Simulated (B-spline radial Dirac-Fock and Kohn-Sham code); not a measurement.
## Binding energies of Ho⁴⁺ at several levels of theory

System: Ho⁴⁺ in the configuration [Xe] 4f9.

The density-functional columns are spherical, spin-unpolarised Dirac-Kohn-Sham results without Breit or QED terms: −ε is minus the orbital energy of the initial state and ΔSCF the difference of two total energies. The reference in the last column comes from relaxed Dirac-Fock hole states (ΔSCF) with Breit and QED corrections and a finite nucleus. All numbers are from a B-spline atomic structure program, in eV; a selection of levels is shown. For the 1s level of heavy atoms much of the gap between ΔSCF and the reference is the Breit and QED part, -250.9 eV here; for other levels the error of the functional can be larger.

```
level   PBE −ε  PBE ΔSCF   LDA −ε  LDA ΔSCF  Dirac-Fock
    K  55477.3   55965.9  55427.0   55914.1     55675.8
   L1   9320.5    9410.0   9313.5    9403.3      9463.0
   L2   8874.3    8988.2   8871.3    8985.3      8980.0
   L3   8017.5    8118.7   8015.5    8116.8      8133.1
   M1   2125.7    2153.3   2123.8    2151.5      2199.4
   M2   1930.3    1959.7   1929.6    1959.0      1989.6
   M3   1751.4    1778.7   1750.9    1778.3      1810.0
   M4   1416.1    1448.3   1416.3    1448.5      1454.7
   M5   1377.0    1408.5   1377.2    1408.7      1416.4
   N1    464.1     477.6    463.3     476.8       501.4
   N2    386.4     399.8    386.1     399.5       416.8
   N3    346.0     359.0    345.5     358.5       376.4
   N4    217.9     230.5    217.9     230.5       236.1
   N5    210.5     223.0    210.5     223.0       228.7
 N6,7    55.56     66.78    55.94     67.17       63.26
   O1    97.09     105.5    97.40     105.8       108.1
   O2    74.66     82.48    74.99     82.83       80.87
   O3    68.62     76.09    68.87     76.37       74.76
```

Question: Order the estimates of the K (1s) level by their distance from the Dirac-Fock value, nearest first.
A. LDA −ε
B. PBE −ε
C. LDA ΔSCF
D. PBE ΔSCF

Answer: B (198.5 eV), C (238.3 eV), A (248.7 eV), D (290.1 eV).

An eigenvalue near the reference for a deep level is a cancellation of errors: it lacks relaxation, carries self-interaction and omits Breit and QED terms.

Values without a named source are computed, but for edge energies of neutral atoms, which are taken from tables.
